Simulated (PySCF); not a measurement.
## Electron correlation in I(2+) (iodine, charge +2)

[Kr] 4d10 5s2 5p3, high-spin 4S determinant. Calculation: PySCF 2.14, in aug-cc-pVDZ-PP with ECP28MDF; a scalar-relativistic core potential. Frozen: 4s2 4p6 4d10; 5 electrons correlated.

MP2 pair energies summed by pair of shells (mhartree):

```json
{"pair": "5s-5p", "energy": "-31.88", "share (%)": "66.7"}
{"pair": "5p-5p", "energy": "-11.20", "share (%)": "23.4"}
{"pair": "5s-5s", "energy": "-4.68", "share (%)": "9.8"}
```

Total MP2 correlation energy: -47.76 mhartree.

Same-spin part -12.53 and opposite-spin part -35.23 mhartree; SCS-MP2 scales them by 1/3 and 6/5 to -46.45 mhartree.

| level | correlation energy (mhartree) |
| --- | --- |
| CCSD | -60.18 |
| (T) | -0.55 |
| CCSD(T) | -60.73 |

Diagnostics: T1 = 0.0019, D1 = 0.0029, largest double amplitude 0.049.

**Question.** Is a single reference adequate?

**Answer.** Yes, within this model without spin-orbit coupling: T1 lies below 0.03 and no double amplitude reaches 0.07.
